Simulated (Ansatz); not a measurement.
```yaml
crystal:
  periodic: [false, false, false]
  atoms:
    - {symbol: C, position_ang: [2.183933, 2.229719, 0.093629]}
    - {symbol: O, position_ang: [0.892933, 2.126313, -0.095648]}
    - {symbol: In, position_ang: [0.021500, 0.223261, 0.042296]}
    - {symbol: O, position_ang: [1.132459, -1.453750, 0.323855]}
    - {symbol: Si, position_ang: [2.697166, -1.736945, 0.436128]}
    - {symbol: N, position_ang: [-1.988863, -0.121756, -0.105986]}
    - {symbol: C, position_ang: [-2.954925, 0.838244, -0.299337]}
    - {symbol: C, position_ang: [-2.494889, -1.535522, 0.030083]}
    - {symbol: H, position_ang: [2.593435, 1.648904, -0.796511]}
    - {symbol: H, position_ang: [2.625040, 3.208121, 0.024679]}
    - {symbol: H, position_ang: [2.551533, 1.778829, 1.100265]}
    - {symbol: H, position_ang: [2.861835, -3.222270, 0.394500]}
    - {symbol: H, position_ang: [3.221229, -1.029837, 1.501503]}
    - {symbol: H, position_ang: [3.671388, -1.289855, -0.915191]}
    - {symbol: H, position_ang: [-2.351540, 1.943031, -0.222687]}
    - {symbol: H, position_ang: [-3.454181, 0.870433, -1.202327]}
    - {symbol: H, position_ang: [-3.596604, 0.974845, 0.303906]}
    - {symbol: H, position_ang: [-3.288363, -1.564267, 0.683024]}
    - {symbol: H, position_ang: [-1.728234, -2.132544, 0.093726]}
    - {symbol: H, position_ang: [-3.057063, -1.696278, -1.099822]}
basis:
  gaussian: {orbitals: def2-TZVPD}
total_charge: 1
magnetization: {spin_polarized: false, initial_magnetization: 1}
hamiltonian: {xc: {name: RPBE}, dispersion: d3bjatm}
output: {forces: true}
```

```sh
$ ansatz run in.yaml --threads 2 --pin off --events-out ev --progress --plain --max-ram 20480MiB --backend cuda --devices 0, --max-vram 18GiB
```

Output, abridged:

```
Functional definition: RPBE
2387 factors; their error is unknown
mean field evaluation 1: about -21883.5814 eV, gradient 1.6e2 eV
mean field evaluation 2: about -21207.3523 eV, gradient 4.1e2 eV
mean field evaluation 4: about -21897.6324 eV, gradient 1.0e2 eV
mean field evaluation 8: about -21932.2109 eV, gradient 2.6e1 eV
mean field evaluation 16: about -21935.6936 eV, gradient 1.6e1 eV
mean field evaluation 32: about -21932.8919 eV, gradient 2.6e1 eV
mean field evaluation 64: about -21931.4702 eV, gradient 1.4e1 eV
mean field evaluation 96: about -21884.0850 eV, gradient 1.2e2 eV
mean field evaluation 128: about -21912.0128 eV, gradient 2.7e1 eV
mean field evaluation 160: about -21936.1166 eV, gradient 2.9e0 eV
mean field -21936.64498448 eV, -806.1568339875 hartree, gradient 4.1e-6 eV, S^2 0.750000; 18 other end points of the search recorded, 0 dependent functions left out
reference -21936.64505623 eV, -806.1568366245 hartree; 44, 43 occupied and 391, 392 virtual orbitals, 2387 factors
Total energy: -21939.04325017 eV, -806.2449686261 hartree
Atom 0 at     2.183933     2.229719     0.093629 Å, force     4.302518    -2.262463     0.673179 eV/Å
Atom 1 at     0.892933     2.126313    -0.095648 Å, force    -5.267211    -0.339665    -0.112924 eV/Å
Atom 2 at     0.021500     0.223261     0.042296 Å, force     1.287925     0.183459     0.118039 eV/Å
Atom 3 at     1.132459    -1.453750     0.323855 Å, force    -2.952484     1.172035    -0.469122 eV/Å
Atom 4 at     2.697166    -1.736945     0.436128 Å, force     2.647734    -1.199020    -3.357193 eV/Å
Atom 5 at    -1.988863    -0.121756    -0.105986 Å, force     0.091641    -3.265630     0.627657 eV/Å
Atom 6 at    -2.954925     0.838244    -0.299337 Å, force    10.395077     4.292783    -5.999774 eV/Å
Atom 7 at    -2.494889    -1.535522     0.030083 Å, force    -3.038314     5.031678    -5.812759 eV/Å
Atom 8 at     2.593435     1.648904    -0.796511 Å, force     0.979318     0.176001     0.864583 eV/Å
Atom 9 at     2.625040     3.208121     0.024679 Å, force    -0.245767     1.177602    -0.104211 eV/Å
Atom 10 at     2.551533     1.778829     1.100265 Å, force    -0.150021     0.287857    -1.322999 eV/Å
Atom 11 at     2.861835    -3.222270     0.394500 Å, force    -0.001610     0.007664     0.302101 eV/Å
Atom 12 at     3.221229    -1.029837     1.501503 Å, force     1.005001     1.054441     1.981855 eV/Å
Atom 13 at     3.671388    -1.289855    -0.915191 Å, force    -1.314509    -0.254966     1.435229 eV/Å
Atom 14 at    -2.351540     1.943031    -0.222687 Å, force    -1.578326    -2.383527    -0.518248 eV/Å
Atom 15 at    -3.454181     0.870433    -1.202327 Å, force    -0.862845    -0.421937    -2.859209 eV/Å
Atom 16 at    -3.596604     0.974845     0.303906 Å, force    -8.868452     0.904036     9.138798 eV/Å
Atom 17 at    -3.288363    -1.564267     0.683024 Å, force    -1.783854    -0.356944     2.073824 eV/Å
Atom 18 at    -1.728234    -2.132544     0.093726 Å, force     4.026980    -3.785523     0.773846 eV/Å
Atom 19 at    -3.057063    -1.696278    -1.099822 Å, force     1.327199    -0.017884     2.567328 eV/Å
Dipole moment:    -1.045753     0.177558    -0.017000 e Å
```

It took 45 s on 2 threads of an AMD EPYC 7R13 on a shared host and a share of an NVIDIA H100 80 GB, with 1.2 GiB of host memory at the peak.
